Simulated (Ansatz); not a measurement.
CH5FSSiSn, SMILES `F[SiH2][SnH]1[CH2][S]1`, relaxed with RKS PBE0-D4/def2-TZVP in Ansatz 0.2.0 from a PBE-D4/def2-SVP geometry. The force threshold is 0.005 eV/Å; the program also tests the step.

Charge 0, multiplicity 1. Sn: def2 effective core potential.

Start:

```xyz
10

F    -1.613   -1.832   -0.658
Si    0.027   -1.930   -0.629
Sn    0.801    0.250    0.489
C    -0.629    1.879    0.602
S     0.185    2.087   -1.037
H     0.427   -3.137    0.175
H     0.530   -2.050   -2.038
H     2.370    0.496    1.163
H    -1.692    1.580    0.578
H    -0.404    2.656    1.355
```

(1) By how much does the energy fall, and how many steps does the optimiser take? (Best estimate.)

(2) Which bonds change most? (Best estimate.)

(3) Give the relaxed structure. (Best estimate.)

## Answers

(1) The calculation gave: 13.14 kJ/mol, in 57 steps, 8 of them rejected.

(2) The calculation gave: Sn3–S5 from 2.466 to 2.405 Å; Sn3–C4 from 2.171 to 2.131 Å; F1–Si2 from 1.643 to 1.604 Å; Sn3–H8 from 1.726 to 1.697 Å.

(3) Computed: 
```xyz
10

F    -0.841   -2.976    0.333
Si   -0.076   -1.898   -0.574
Sn    0.525    0.165    0.785
C    -0.468    1.972    0.246
S     0.987    1.873   -0.844
H     1.136   -2.550   -1.123
H    -0.984   -1.457   -1.659
H     1.583    0.221    2.110
H    -1.427    1.879   -0.254
H    -0.434    2.769    0.982
```
